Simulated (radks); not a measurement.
The nuclear charge of the titanium ion Ti+ is varied continuously with 21 electrons held in [Ar] 3d2 4s1. Calculated with a radial shooting solver on a logarithmic mesh with Libxc functionals: scalar-relativistic Kohn-Sham, r2SCAN, spin-polarised, spherical densities, finite nucleus; open shells are filled with parallel spins first; meta-GGA in the generalised Kohn-Sham scheme; Fermi nuclear charge, rms radius 3.5921 fm. By the Hellmann-Feynman theorem dE/dZ = E(electron-nucleus)/Z, the electronic potential at the nucleus (averaged over a nucleus of fixed radius). The scalar-relativistic energy here is not variational (the density holds large components alone), so the two differ by a part that grows with Z.

[
 {"Z": "21.5", "E (hartree)": "-808.19874", "E(electron-nucleus)/Z (hartree)": "-89.2735", "HOMO": "3d", "e(HOMO) (eV)": "-6.052", "<r> HOMO (bohr)": "1.791"},
 {"Z": "21.75", "E (hartree)": "-830.69918", "E(electron-nucleus)/Z (hartree)": "-90.6286", "HOMO": "3d", "e(HOMO) (eV)": "-8.886", "<r> HOMO (bohr)": "1.635"},
 {"Z": "22", "E (hartree)": "-853.53838", "E(electron-nucleus)/Z (hartree)": "-91.9794", "HOMO": "4s", "e(HOMO) (eV)": "-11.163", "<r> HOMO (bohr)": "3.131"},
 {"Z": "22.25", "E (hartree)": "-876.71545", "E(electron-nucleus)/Z (hartree)": "-93.3272", "HOMO": "4s", "e(HOMO) (eV)": "-13.356", "<r> HOMO (bohr)": "2.995"},
 {"Z": "22.5", "E (hartree)": "-900.22976", "E(electron-nucleus)/Z (hartree)": "-94.6729", "HOMO": "4s", "e(HOMO) (eV)": "-15.701", "<r> HOMO (bohr)": "2.872"},
 {"Z": "22.75", "E (hartree)": "-924.08088", "E(electron-nucleus)/Z (hartree)": "-96.0170", "HOMO": "4s", "e(HOMO) (eV)": "-18.189", "<r> HOMO (bohr)": "2.761"},
 {"Z": "23", "E (hartree)": "-948.26851", "E(electron-nucleus)/Z (hartree)": "-97.3601", "HOMO": "4s", "e(HOMO) (eV)": "-20.816", "<r> HOMO (bohr)": "2.659"}
]

The central difference of E at Z = 22 is -92.033 hartree, to compare with the third column; the second derivative is -5.41 hartree.
